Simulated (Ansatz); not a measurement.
CH5BClN (`CB(N)Cl`) at its PBE0-D4/def2-TZVP geometry, where that method's forces vanish. Total charge 0; spin multiplicity 1.

```
atom   x (Å)   y (Å)   z (Å)
  C1   0.860   0.825   0.112
  B2  -0.474   0.012   0.179
  N3  -0.650  -1.238  -0.401
 Cl4  -1.872   0.707   1.046
  H5   0.689   1.798  -0.359
  H6   1.650   0.312  -0.440
  H7   1.228   1.036   1.120
  H8  -1.514  -1.749  -0.349
  H9   0.082  -1.704  -0.908
```

Problem. For each bond, give half the difference of the two atoms' forces along it (eV/Å; positive pushes the atoms apart) under PBE-D4, r2SCAN-D4, B3LYP-D4, ωB97M-V in def2-TZVPP. (Estimate.)

Solution. Computed: 
```
  bond  length (Å)  PBE-D4  r2SCAN-D4  B3LYP-D4  ωB97M-V
 C1–B2       1.563   -0.13      -0.07      0.01     0.03
 C1–H5       1.094    0.13      -0.01     -0.04    -0.06
 C1–H6       1.093    0.12      -0.01     -0.03    -0.06
 C1–H7       1.094    0.13      -0.01     -0.04    -0.06
 B2–N3       1.389    0.13       0.11      0.02     0.07
B2–Cl4       1.786    0.07       0.08      0.17     0.09
 N3–H8       1.005    0.18      -0.03     -0.01    -0.05
 N3–H9       1.005    0.17      -0.02     -0.02    -0.06
```

B3LYP here is the variant with VWN-RPA as its local correlation; programs differ in this.
